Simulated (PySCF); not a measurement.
Simulated C 1s region for `C[SiH2][O][Ge@@H]([CH3])[Cl]`, binding energy against the vacuum level.

Every computed line was given a Gaussian of 0.6 eV full width at half maximum and an area set by the number of equivalent atoms; the highest printed point is 100. Theory: delta-SCF UKS SCAN, pcX-2 on the ionised atom, pcseg-1 elsewhere, spin-free X2C in PySCF.

binding energy (eV), intensity and a bar:
```
    289.2          0 
    289.3          1 
    289.4          3 #
    289.5          7 ##
    289.6         16 #####
    289.7         31 #########
    289.8         52 ################
    289.9         75 ######################
    290.0         93 ############################
    290.1        100 ##############################
    290.2         95 ############################
    290.3         83 #########################
    290.4         73 ######################
    290.5         73 ######################
    290.6         83 #########################
    290.7         95 ############################
    290.8        100 ##############################
    290.9         93 ############################
    291.0         75 ######################
    291.1         51 ###############
    291.2         30 #########
    291.3         15 #####
    291.4          7 ##
    291.5          3 #
    291.6          1 
    291.7          0
```

Task: How many maxima does the curve show, and how many computed lines lie under it?

Result: The curve has 2 maxima (at 290.1 and 290.8 eV). Under it lie 2 lines from 2 inequivalent carbon sites.

Task: Decompose the envelope and assign each component. Numbering: `[CH3:1][SiH2:2][O:3][Ge@@H:4]([CH3:5])[Cl:6]`.

Result: 
| position (eV) | relative area | line | atoms | environment |
| --- | --- | --- | --- | --- |
| 290.09 | 1 | C 1s | C1 | Si-methyl carbon |
| 290.81 | 1 | C 1s | C5 | sp3 carbon bound to germanium |

Task: What are the centre and the root-mean-square width of the whole band?

Result: The area-weighted mean of the lines is 290.45 eV. Their own spread about it is 0.36 eV (rms) and each Gaussian has σ = 0.6/2.355 = 0.25 eV; the variances add, which gives 0.44 eV.

Task: Above which line width would these two lines show one maximum?

Result: Two equal Gaussians merge once their distance is under 2σ = FWHM/1.177. With 0.72 eV between them that is a full width over 0.85 eV.

The listed C 1s values span 0.72 eV, from C1 (bonded to 3 H and Si) to C5 (bonded to 3 H and Ge). Summing the Pauling electronegativity differences to the bonded atoms, each weighted by its formal bond order, gives -1.70 for the lowest site and -1.59 for the highest.

The curve has no shake-up lines and no vibrational structure. The structure is a single PBE0-D3(BJ)/def2-SVP conformer in the gas phase; no vibrational or solvent corrections.

Time: 79 s. Hardware: one thread of an Arm Neoverse V1, shared host.

The values belong to the conformer `[CH3:1][SiH2:2][O:3][Ge@@H:4]([CH3:5])[Cl:6]`: C1–Si2–O3–Ge4 -80°, Si2–O3–Ge4–C5 -84°.
